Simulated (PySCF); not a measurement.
PySCF input for C2H3N, SMILES [C-]#[N+]C, C-PCM-B3LYP/def2-SVP. Geometry optimised at PBE0-D3(BJ)/def2-TZVP.

```python
import numpy as np
from pyscf import gto, scf, dft
from pyscf.solvent import pcm

mol = gto.M(
    atom='''
    C    -0.00000000   -0.00000000   -1.09976102
    N     0.00000000    0.00000000    0.30965673
    C    -0.00000000   -0.00000000    1.47376722
    H    -0.88839027    0.51291236   -1.47054477
    H     0.88839027    0.51291236   -1.47054476
    H     0.00000000   -1.02582472   -1.47054476
    ''',
    basis='def2-SVP',
    charge=0,
    spin=0,
    max_memory=1600,
    verbose=3,
)
mf = dft.RKS(mol, xc='b3lyp').density_fit(auxbasis='def2-universal-jkfit')
mf.grids.level = 3
mf.conv_tol = 1e-9
mf.max_cycle = 100
mf.kernel()
res = {}
for name, eps in {'water': 78.355, 'chloroform': 4.7113, 'diethylether': 4.24}.items():
    s = mf.PCM()
    s.with_solvent.method, s.with_solvent.eps, s.with_solvent.lebedev_order = 'C-PCM', eps, 29
    s.kernel(mf.make_rdm1())
    res[name] = (s.e_tot, eps, s.dip_moment(), s.mo_energy, s.converged)
    print(f'{name}: electrostatic solvation free energy {(s.e_tot - mf.e_tot) * 627.509474:.3f} kcal/mol')
```

It prints:

```
converged SCF energy = -132.618844609237

WARN: PCM is an experimental feature. It is still in testing.
Features and APIs may be changed in the future.

converged SCF energy = -132.627811368387
Dipole moment(X, Y, Z, Debye): -0.00000,  0.00002, -4.83434
water: electrostatic solvation free energy -5.627 kcal/mol

WARN: PCM is an experimental feature. It is still in testing.
Features and APIs may be changed in the future.

converged SCF energy = -132.625680015866
Dipole moment(X, Y, Z, Debye): -0.00000,  0.00001, -4.59981
chloroform: electrostatic solvation free energy -4.289 kcal/mol

WARN: PCM is an experimental feature. It is still in testing.
Features and APIs may be changed in the future.

converged SCF energy = -132.62544064006
Dipole moment(X, Y, Z, Debye): -0.00000,  0.00001, -4.57365
diethylether: electrostatic solvation free energy -4.139 kcal/mol
```

Self-consistency was reached.

Cost: about 10 core-seconds (a rough figure).
